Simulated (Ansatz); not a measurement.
`[OH][GeH2][NH][SiH3]`. The species carries charge 0 and has multiplicity 1. Correlated methods include outer-core shells of Ge, which these sets cover unevenly. Scalar relativity is left out up to krypton.

```xyz
11

O     1.539    1.017    1.820
Ge   -0.031    1.062    0.982
N     0.096    0.311   -0.681
Si   -0.533   -1.196   -1.225
H     1.876    0.124    1.923
H    -0.320    2.563    0.886
H    -1.086    0.244    1.745
H     0.653    0.843   -1.334
H    -1.448   -1.038   -2.389
H     0.540   -2.144   -1.638
H    -1.285   -1.786   -0.088
```

Problem. Give the diagnostics of a CCSD(T)/def2-TZVPP run (frozen core, Ansatz). (Best estimate.)

Solution. Computed: T1 = 0.0116, largest single amplitude 0.014, largest double 0.014, (T) share of the correlation energy 3.4 %, 9 CCSD cycles. The RHF solution is stable towards an unrestricted one. T1 lies under the customary mark of 0.02 for closed shells.
